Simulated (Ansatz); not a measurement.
`[OH][Cd][Cl]` + HBr → `[Cl][Cd][Br]` + H₂O at 700 K and 1 bar (ligand exchange at a Cd–O bond).

Computed with Ansatz on PBE0-D4/def2-TZVP structures; ΔE is electronic, products minus reactants. CCSD(T)/CBS adds triple-zeta CCSD(T) − MP2 to the extrapolated MP2 energy (def2 sets, frozen cores). This one scheme is used for every species. def2 core potentials past Kr. For Br, Cd outer-core shells are correlated without core-valence functions, which leaves a few kJ/mol of doubt a bond. Scalar relativity is left out up to krypton. One conformer a species, not always the lowest.

```
       species  CCSD(T)/CBS energy (Eh)  H − E (kJ/mol)  S (J/(mol·K))
`[OH][Cd][Cl]`               -703.31715            78.0          356.8
           HBr              -2573.91920            36.5          223.7
`[Cl][Cd][Br]`              -3200.91128            44.1          355.5
           H₂O                -76.37941            80.5          218.4
```

H − E and S are ideal-gas, rigid-rotor, harmonic terms from PBE0-D4/def2-TZVP, for one conformer and one mirror image of each species. 1 Eh = 2625.50 kJ/mol, R = 8.31446 J/(mol·K).

By hand: ΔE, ΔH, ΔS and ΔG.

ΔE = (-3200.91128) + (-76.37941) − (-703.31715) − (-2573.91920) = -0.05434 Eh = -142.7 kJ/mol. Δ(H − E) = 44.1 + 80.5 − 78.0 − 36.5 = 10.1, so ΔH = -132.6 kJ/mol. ΔS = 355.5 + 218.4 − 356.8 − 223.7 = -6.6 J/(mol·K). ΔG = -132.6 − 700 × (-6.6)/1000 = -128.0 kJ/mol.

By hand: the equilibrium constant, and the temperature at which ΔG would vanish if ΔH and ΔS stayed fixed.

log₁₀ K = −ΔG/(RT ln 10) = 9.6. ΔG = 0 at ΔH/ΔS = 20091 K, far beyond where these terms or the molecules hold.

The number of gas molecules stays the same, so ΔS is small and ΔH decides. A doubt of 5 kJ/mol in ΔE shifts log₁₀ K by 0.4 here. Other conformers and mirror images would add mixing entropy, several J/(mol·K) or more a flexible species. These are equilibria of isolated gas molecules and say nothing of rates. Largest T1 diagnostic: 0.015 (customary marks: 0.02 for closed shells, 0.045 for open ones).
